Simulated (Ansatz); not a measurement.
The cluster PbO2H2, relaxed as a singlet with RKS PBE0-D4/def2-TZVP in Ansatz, starting from the GFN1-xTB geometry. Force threshold 0.02 eV/Å.

In the def2 sets Pb takes a core potential; there is no spin–orbit coupling. The structure holds 1 bond(s) between oxygen atoms. Another isomer (singlet) lies 4.10 eV lower at PBE0-D4/def2-TZVP; other spin states weren't run for this one.

Start:

```xyz
5

Pb    0.410   -1.152   -0.774
O     0.202    0.929    0.337
O    -0.322   -0.177    1.104
H     0.931    1.238    0.900
H    -1.222   -0.839   -1.568
```

| step | energy (eV) | largest force component (eV/Å) | SCF passes |
| --- | --- | --- | --- |
| 1 | -9369.5439 | 0.554 | 20 |
| 2 | -9369.5501 | 0.592 | 30 |
| 3 | -9369.5679 | 0.321 | 23 |
| 4 | -9369.5693 | 0.011 | 25 |

Force components are those of the run's own axes.

End:

```
atom   x (Å)   y (Å)   z (Å)
 Pb1   0.387  -1.152  -0.746
  O2   0.180   0.967   0.366
  O3  -0.297  -0.196   1.107
  H4   0.951   1.234   0.884
  H5  -1.221  -0.852  -1.611
```

By distances, no bond broke or formed. The bond that changes most is Pb1–O3, from 2.24 to 2.19 Å (atoms count from 1).

No frequencies were taken in this run, so the end may be a saddle point.

Run time 3.3 s (4 threads of Arm Neoverse V1 on a shared host).
